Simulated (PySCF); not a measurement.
Gas-phase reaction: HfCl4 + 4 H2 + 4 N ⇌ Hf(NH2)4 + 4 Cl

Energies from PySCF, thermal terms from the rigid-rotor harmonic-oscillator model, ideal gas at 1 bar. † marks an energy on the PBE0/def2-TZVP geometry and frequencies; other levels use their own. MP2 and CCSD(T) freeze the core. Open shells (unrestricted): N (multiplicity 4), Cl (multiplicity 2); the rest are closed-shell singlets. Spin-orbit splitting is ignored; it lowers the true energy and changes the entropy of Cl. Hf: scalar-relativistic def2 core potential, no spin-orbit coupling. Hf(NH2)4: computed as isolated molecules; such fragments, hydroxides, amides, oligomers or adducts are transient or little studied in the gas. MP2 isn't extrapolated to the basis-set limit. CCSD(T) isn't extrapolated to the basis-set limit.

```
level               ΔH°(298 K), kJ
------------------  --------------
CCSD(T)/def2-SVP†             -696
HF/def2-TZVP†           (withheld)
M06-2X/def2-TZVP†       (withheld)
MP2/def2-SVP†           (withheld)
PBE/def2-SVP                  -987
ωB97M-V/def2-TZVP†            -862
ωB97X-V/def2-TZVP†            -881
```

### Question
What belongs in the gaps?

### Answer

- HF/def2-TZVP†, ΔH°(298 K), kJ: -100
- M06-2X/def2-TZVP†, ΔH°(298 K), kJ: -839
- MP2/def2-SVP†, ΔH°(298 K), kJ: -744
